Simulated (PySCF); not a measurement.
Job for PySCF: D3(BJ) and D4 dispersion corrections on GeH4O2 (SMILES [OH][GeH2][OH]), a point of a torsion scan.

```python
from pyscf import gto
from pyscf.dispersion import dftd3, dftd4

mol = gto.M(
    atom='''
    O     1.30995299    0.55240679    0.33277336
    Ge    0.03960648   -0.57476893   -0.06894060
    O    -0.49786532   -1.22766481    1.43909539
    H     1.21642422    1.46968850    0.09280417
    H    -1.15257498    0.10103171   -0.67204588
    H     0.66976769   -1.64188776   -0.91131761
    H     0.15861298   -1.25159729    2.13320904
    ''',
    basis='def2-svp',
    charge=0, spin=0, verbose=0, max_memory=1800)
d3, d4 = {}, {}
for xc in ['hf', 'pbe', 'blyp', 'revpbe', 'tpss', 'r2scan', 'b3lyp', 'pbe0', 'bhlyp', 'camb3lyp', 'b2plyp']:
    d3[xc] = float(dftd3.DFTD3Dispersion(mol, xc=xc, version='d3bj', atm=False).get_dispersion()['energy'])
    print(f'D3(BJ) {xc:10s} {d3[xc]:14.8f} Eh')
for xc in ['hf', 'pbe', 'blyp', 'revpbe', 'tpss', 'r2scan', 'b3lyp', 'pbe0', 'bhlyp', 'camb3lyp', 'b2plyp']:
    d4[xc] = float(dftd4.DFTD4Dispersion(mol, xc={'camb3lyp': 'cam-b3lyp'}.get(xc, xc), atm=True).get_dispersion()['energy'])
    print(f'D4     {xc:10s} {d4[xc]:14.8f} Eh')
```

Program output:

```
D3(BJ) hf            -0.03156603 Eh
D3(BJ) pbe           -0.00348449 Eh
D3(BJ) blyp          -0.00763938 Eh
D3(BJ) revpbe        -0.00878359 Eh
D3(BJ) tpss          -0.00440234 Eh
D3(BJ) r2scan        -0.00091610 Eh
D3(BJ) b3lyp         -0.00627813 Eh
D3(BJ) pbe0          -0.00301448 Eh
D3(BJ) bhlyp         -0.00509175 Eh
D3(BJ) camb3lyp      -0.00274138 Eh
D3(BJ) b2plyp        -0.00297428 Eh
D4     hf            -0.01326992 Eh
D4     pbe           -0.00355695 Eh
D4     blyp          -0.00800243 Eh
D4     revpbe        -0.01127925 Eh
D4     tpss          -0.00480642 Eh
D4     r2scan        -0.00081311 Eh
D4     b3lyp         -0.00577835 Eh
D4     pbe0          -0.00295172 Eh
D4     bhlyp         -0.00433603 Eh
D4     camb3lyp      -0.00296461 Eh
D4     b2plyp        -0.00244987 Eh
```

The run finished.

Cost: very roughly 0.04 core-seconds.
